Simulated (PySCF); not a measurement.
# Structure revision by computed shifts

A compound C₇H₅NO gives the data below (simulated from a calculation) and was assigned the structure `c1ccc2oncc2c1`.

13C{1H} NMR (computed): δ 157.9 (C), 136.1 (CH, 2C), 131.3 (CH), 119.7 (CH, 2C), 112.3 (C).

1H NMR (300 MHz, computed): δ 7.58 (m, 2H), 7.40 (m, 2H), 7.39 (m, 1H).

No relativistic terms, no solvent model, one computed conformer, averaged over atoms made equivalent by symmetry, fast rotation or ring inversion. Shieldings: GIAO PBE0/pcSseg-1; coordinates at the PBE0-D3(BJ)/def2-SVP level; J couplings at B3LYP/pcJ-1 (without the spin–dipole term); PySCF.

Scale: TMS for 1H (31.27 ppm), 13C (184.41 ppm) (reference shieldings calculated alike).

Q: Compare with the shifts computed for the proposed structure, pairing carbons in order of shift.

A: Mapped SMILES: `[cH:1]1[cH:2][cH:3][c:4]2[o:5][n:6][cH:7][c:8]2[cH:9]1`. Hydrogens are named by the atom that carries them.

```csv
atom,computed for proposal,given list,difference
C4,166.9,157.9,+9.0
C7,149.6,136.1,+13.5
C2,134.4,136.1,-1.7
C1,128.6,131.3,-2.7
C9,126.9,119.7,+7.2
C8,125.4,119.7,+5.7
C3,114.9,112.3,+2.6
```

The rms difference is 7.2 ppm and the largest +13.5 ppm at C7 (aromatic CH next to a ring nitrogen). The proposal also would give 7 carbon signals, not 5. The carbon types in order of shift don't match either: C, CH, CH, CH, CH, C, CH for the proposal against C, CH, CH, CH, CH, CH, C in the data. The proposal doesn't fit.

Q: Which isomer fits?

A: SMILES N#COc1ccccc1.

- Carbon types of the structure: 2 × C, 5 × CH, which accounts for all hydrogens.
- δC 157.9: aromatic carbon bearing oxygen; an ipso carbon deshielded by its heteroatom.
- δC 136.1, 131.3, 119.7: aromatic CH.
- δC 112.3: nitrile carbon; this is the usual window of a C≡N carbon, which has no attached hydrogen.
- δH 7.58, 7.40, 7.39: hydrogen on an aromatic CH; it sits in the deshielding region of the aromatic ring current.
- The protons at 7.40 and 7.58 share a coupling of 9.4 Hz (vicinal, an ortho-type coupling).
- The protons at 7.58 and 7.39 share a coupling of 8.3 Hz (vicinal, an ortho-type coupling).

Other isomers checked: c1ccc2ocnc2c1 (rms 9.1 ppm); c1cc2ccoc2cn1 (rms 10.4 ppm).

This is the structure that produced the data.

Multiplet labels drop couplings under 1 Hz and merge nearly equal ones. Couplings among chemically equivalent protons are left out too, so labels in AA′BB′ or AA′XX′ sets are apparent multiplicities. Unscaled 3J(H,H) at this level run about 10 % above measured values. Shifts are as computed. Against solution values, carbons near 30 ppm lie about +2 ppm off and those near 130 ppm about +5 ppm. Of 1211 compounds with measured shifts, 218 miss one by over three times the rms of a fit or turn the order of signals round; such compounds aren't used in these exercises.
